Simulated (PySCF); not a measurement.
A small calculation by hand: chemical shift, span and skew from a shielding tensor

Ge(H)(F)(NH2)2 (FGeH5N2), SMILES [NH2][GeH]([NH2])[F]. Atoms are numbered in the order given.

```xyz
9

Ge    -0.0561     0.1829    -0.1953
N      1.3455    -0.8041    -0.7554
N     -1.3435    -0.9961     0.2886
F      0.2384     1.0565     1.2919
H     -0.3430     1.2794    -1.2330
H      1.6477    -1.5371    -0.1204
H      2.1467    -0.3057    -1.1287
H     -2.1117    -0.6074     0.8269
H     -1.7034    -1.5881    -0.4536
```

Geometry optimised at PBE0-D3(BJ)/def2-SVP. This is a generated structure with no PubChem entry under its InChIKey; it may be hypothetical. The values are those of a single conformer.

GIAO shieldings from PBE/pcSseg-1 (PySCF), non-relativistic, no solvent. The symmetric part of the tensor of N2 has the principal values 201.4, 209.7, 264.9 ppm. The same nucleus in NH3 has σ = 267.0 ppm at this level (PySCF, at its B3LYP-D3(BJ)/def2-TZVP geometry).

Question: Work out the isotropic shielding, the ¹⁵N shift against NH3, the span and the skew.

Answer: 
σ(iso) = (σ11 + σ22 + σ33)/3 = 225.3 ppm. δ = σ(ref) − σ(iso) = 267.0 − (225.3) = 41.7 ppm.
Span Ω = σ33 − σ11 = 63.5 ppm. Skew κ = 3(σ(iso) − σ22)/Ω = 0.74. Tumbling in solution averages the tensor to δ; in a static solid the shielding alone would spread this spin-1/2 line over Ω.
